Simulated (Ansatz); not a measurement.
An input meant for Li2I3⁻ (charge -1, triplet; atoms displaced at random, 0.03 Å in each coordinate).

```yaml
crystal:
  periodic: [false, false, false]
  atoms:
    - {symbol: Li, position_ang: [-0.087770, -2.525826, 0.060409]}
    - {symbol: Li, position_ang: [0.007318, 2.490318, -0.117690]}
    - {symbol: I, position_ang: [-0.327317, -5.018143, 0.271841]}
    - {symbol: I, position_ang: [0.608166, -0.022662, -0.005456]}
    - {symbol: I, position_ang: [-0.343080, 5.001169, -0.192434]}
basis:
  gaussian: {orbitals: def2-TZVPD}
total_charge: -1
magnetization: {spin_polarized: true, initial_magnetization: 2}
hamiltonian: {xc: {name: CCSD(T)}}
scf: {lower_state_search: full}
output: {forces: true}
```

```sh
$ ansatz run in.yaml --threads 4 --pin off --events-out ev --progress --plain --max-ram 4787MiB
```

It prints (some lines left out):

```
Error: YAML parse error: error: line 13 column 19: hamiltonian.xc: no functional is named "CCSD(T)"; the names, which are not case-sensitive, are SVWN5, SPW92, PBE, PBE0, PBEsol, revPBE, revPBE0, RPBE, rPW86-PBE, HSE06, wPBEh, LC-wPBE, HISS, HF, BLYP, B3LYP, B3LYP5, BHLYP, CAM-B3LYP, r2SCAN, r2SCANh, r2SCAN0, r2SCAN50, m-r2SCAN, B97, wB97, wB97X, wB97X-V, B97M-V, wB97M-V, B2PLYP, B2GP-PLYP, PBE0-DH, PBE-QIDH
  --> <input>:13:19
   |
11 | total_charge: -1
12 | magnetization: {spin_polarized: true, initial_magnetization: 2}
13 | hamiltonian: {xc: {name: CCSD(T)}}
   |                   ^ hamiltonian.xc: no functional is named "CCSD(T)"; the names, which are not case-sensitive, are SVWN5, SPW92, PBE, PBE0, PBEsol, revPBE, revPBE0, RPBE, rPW86-PBE, HSE06, wPBEh, LC-wPBE, HISS, HF, BLYP, B3LYP, B3LYP5, BHLYP, CAM-B3LYP, r2SCAN, r2SCANh, r2SCAN0, r2SCAN50, m-r2SCAN, B97, wB97, wB97X, wB97X-V, B97M-V, wB97M-V, B2PLYP, B2GP-PLYP, PBE0-DH, PBE-QIDH
14 | scf: {lower_state_search: full}
15 | output: {forces: true}
   |
```

Something in this input is off. What?

The method's name isn't one that the program takes here. The input was rejected before any iteration.
